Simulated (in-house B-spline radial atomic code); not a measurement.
**RPA and G0W0 on PBE: Se⁺**

Configuration [Ar] 3d10 4s2 4p3, highest spin, mean-field start PBE. Computed with an all-electron radial atomic-structure program (B-spline basis): all electrons, scalar-relativistic (spin-free one-electron X2C), finite nucleus, each spin shell either full or empty, empty states to l = 9 with an (l + 1/2)⁻⁴ tail; G0W0 by contour deformation at full frequency.

Command:
```bash
python run_gw.py task.json out
```
Settings (radii: box in bohr, nucleus in fm):
```
Z                        34
electrons                33
configuration            [Ar] 3d10 4s2 4p3
hamiltonian              x2c
method                   pbe,pbe
lmax                     9
rms_radius               4.14
spin_polarised           True
box_radius               23.78
intervals                71
```

Cost of the run: 5.8 s on 1 thread of Arm Neoverse N1, with other jobs on the host.

Energies (hartree):

| term | value |
| --- | --- |
| mean-field total | -2429.21870 |
| Hartree-Fock functional on these orbitals | -2427.80673 |
| direct second order | -2.8511 |
| second-order exchange | 0.83348 |
| SOSEX correction | 0.75915 |

What is the RPA correlation energy, and what remains with SOSEX?

RPA gives -2.4371 hartree (-2.01 eV per electron); RPA + SOSEX gives -1.678, and the second-order doubles -2.0177 hartree (no singles). SOSEX takes back 31 % of the RPA value.

Quasi-particle levels (eV):

```json
{"level": "4p up", "occupied": "yes", "mean field": "-16.401", "Σx - vxc": "-4.93", "Σc": "?", "QP weight": "?", "G0W0": "?"}
{"level": "4s down", "occupied": "yes", "mean field": "-25.049", "Σx - vxc": "-3.20", "Σc": "-1.66", "QP weight": "0.880", "G0W0": "-29.905"}
{"level": "4p down", "occupied": "no", "mean field": "-13.586", "Σx - vxc": "6.32", "Σc": "-2.77", "QP weight": "0.905", "G0W0": "-10.031"}
```

G0W0 = mean field + (Σx - vxc) + Σc, with Σc (partial-wave tail included) taken at the quasi-particle energy. Only the outer levels were computed. Levels of low weight are left out.

Where does G0W0 put 4p up?

At -21.367 eV, with Σc = -0.03 eV and a quasi-particle weight of 0.895. The tabulated removal energy is 21.196 ± 0.01 eV (NIST, measured); the calculation leaves out spin-orbit coupling, Breit and QED terms, and what these don't explain is the method's own error.
